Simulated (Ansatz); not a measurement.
Stepwise reaction of `[GeH3][SiH2][GeH3]` with hydrogen fluoride, as a gas-phase model of exchange steps in deposition or etching. ΔE in kJ/mol; ΔG adds harmonic PBE0-D4 terms to CCSD(T)/CBS, at 1 bar.

Isolated molecules relaxed with PBE0-D4/def2-TZVP in Ansatz; ΔE leaves out vibrations. CCSD(T)/CBS adds triple-zeta CCSD(T) − MP2 to the extrapolated MP2 energy (def2 sets, frozen cores). This one scheme is used for every species. Functionals use def2-TZVPP. B3LYP here is the variant with VWN-RPA as its local correlation; programs differ in this. For Ge outer-core shells are correlated without core-valence functions, which leaves a few kJ/mol of doubt a bond. Scalar relativity is left out up to krypton.

```
step                                             reaction  PBE-D4  B3LYP-D4  ωB97M-V  CCSD(T)/CBS  ΔG(500 K)
   1  `[GeH3][SiH2][GeH3]` + H–F → `F[SiH2][GeH3]` + GeH₄   -80.1    -100.4   -102.0        -92.9      -93.8
   2            `F[SiH2][GeH3]` + H–F → `F[SiH2]F` + GeH₄  -124.6    -144.2   -147.9       -142.1     -135.3
```

**Question.** By hand: ΔE of the 2 steps together at CCSD(T)/CBS.

**Answer.** (-92.9) + (-142.1) = -235.0 kJ/mol, or -117.5 kJ/mol a step.

In ΔE each step is lower than the one before. All are downhill at CCSD(T)/CBS. ΔG lies between -135.3 and -93.8 kJ/mol a step. PBE-D4 differs from CCSD(T)/CBS by 12.8 to 17.5 kJ/mol a step. Isolated molecules leave out the surface, adducts and barriers. Largest T1 diagnostic: 0.012.
